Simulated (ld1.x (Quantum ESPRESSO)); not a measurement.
## S (Z = 16): TM pseudisation with PBE, scalar-relativistic reference atom.

The input file (ld1.x (Quantum ESPRESSO) 7.5):

```
&input
   title='S', zed=16., rel=1, dft='PBE', iswitch=3,
   config='[Ne] 3s2 3p4',
   nld=2, rlderiv=1.30, eminld=-3.0, emaxld=5.0, deld=0.02
 /
 &inputp
   pseudotype=2, tm=.true., lloc=-1, rcloc=0.80,
   nlcc=.false.,
   file_pseudopw='S.UPF', file_wfcaegen='ae.wfc', file_wfcncgen='nc.wfc', file_beta='beta', file_chi='chi'
 /
2
3S  1  0   2.00   0.00  1.05  1.05  0.0
3P  2  1   4.00   0.00  1.20  1.20  0.0
 &test
   configts(1)='3s2 3p4'
 /
```

Command:

```bash
ld1.x < S.in > S.out
```

Output (shortened: banner, matrices, multipoles, cross overlaps and the repeated all-electron block are left out):

```
Program LD1 v.7.5
     --------------------------- All-electron run ----------------------------

     S
     scalar relativistic calculation

     atomic number is 16.00
     dft =PBE   lsd =0 sic =0 latt =0  beta=0.20 tr2=1.0E-14
     Exchange-correlation= PBE
                           (   1   4   3   4   0   0   0)
     mesh =1151 r(mesh) =  99.72449 a.u. xmin = -7.00 dx = 0.01250
     1 Ry =  13.60569312 eV, c = 137.03599908

     n l     nl                  e(Ry)          e(Ha)          e(eV)
     1 0     1S 1( 2.00)      -176.8331       -88.4165     -2405.9365
     2 0     2S 1( 2.00)       -15.5603        -7.7802      -211.7088
     2 1     2P 1( 6.00)       -11.5030        -5.7515      -156.5061
     3 0     3S 1( 2.00)        -1.2683        -0.6342       -17.2564
     3 1     3P 1( 4.00)        -0.5151        -0.2576        -7.0088

     final scf error:  6.2E-15 reached in  25 iterations

     Etot =    -798.093270 Ry,    -399.046635 Ha,  -10858.612115 eV

     Ekin =     801.127734 Ry,     400.563867 Ha,   10899.898095 eV
     Encl =   -1902.852675 Ry,    -951.426337 Ha,  -25889.629551 eV
     Eh   =     354.564312 Ry,     177.282156 Ha,    4824.093217 eV
     Exc  =     -50.932640 Ry,     -25.466320 Ha,    -692.973876 eV

     normalization and overlap integrals

     s(1S/1S) =  1.000000  <r> =   0.0969  <r2> =    0.0126  r(max) =   0.0633
     s(2S/2S) =  1.000000  <r> =   0.4790  <r2> =    0.2731  r(max) =   0.3877
     s(2P/2P) =  1.000000  <r> =   0.4425  <r2> =    0.2449  r(max) =   0.3254
     s(3S/3S) =  1.000000  <r> =   1.6944  <r2> =    3.3424  r(max) =   1.4048
     s(3P/3P) =  1.000000  <r> =   2.0716  <r2> =    5.1763  r(max) =   1.6119

     ------------------------ End of All-electron run ------------------------

     --------------------- Generating NC pseudopotential ---------------------

      Generating local potential from pseudized AE potential:
      Matching radius rcloc =   0.8000

      Local pseudo, rcloc= 0.800 Estimated cut-off energy=    37.51 Ry

      Wfc   3S  rcut= 1.054  Using Troullier-Martins method

      Wfc   3P  rcut= 1.194  Using Troullier-Martins method

     ------------------- End of pseudopotential generation -------------------

     Computing logarithmic derivative in   1.29522
     Computing logarithmic derivative in   1.29522
     Computing the partial wave expansion
     R is outside the sphere for l=    0 j= 0.00
     R is outside the sphere for l=    1 j= 0.00

     ---------------------- Testing the pseudopotential ----------------------

     S
     scalar relativistic calculation

     atomic number is 16.00   valence charge is  6.00
     dft =PBE   lsd =0 sic =0 latt =0  beta=0.20 tr2=1.0E-14
     mesh =1151 r(mesh) =  99.72449 xmin = -7.00 dx = 0.01250

     n l     nl             e AE (Ry)        e PS (Ry)    De AE-PS (Ry)
     1 0     3S   1( 2.00)       -1.26832       -1.26831       -0.00001
     2 1     3P   1( 4.00)       -0.51514       -0.51512       -0.00001

     eps = 7.6E-16  iter =  6

     Etot =    -798.093270 Ry,    -399.046635 Ha,  -10858.612115 eV
     Etotps =   -20.161449 Ry,     -10.080724 Ha,    -274.310486 eV

     Ekin =       7.404246 Ry,       3.702123 Ha,     100.739896 eV
     Encl =     -45.236049 Ry,     -22.618024 Ha,    -615.467798 eV
     Ehrt =      16.786518 Ry,       8.393259 Ha,     228.392214 eV
     Ecxc =      -4.156674 Ry,      -2.078337 Ha,     -56.554432 eV
     Epseu=       5.040510 Ry,       2.520255 Ha,      68.579635 eV

     ---------------------- End of pseudopotential test ----------------------
```

Note: ghost state, extra bound levels that the all-electron valence spectrum of the same l lacks: s at -18.7 eV. A true bound ghost makes a file unfit for plane-wave use.

Generation and configuration tests took about 0.87 s on one core of a shared server CPU.
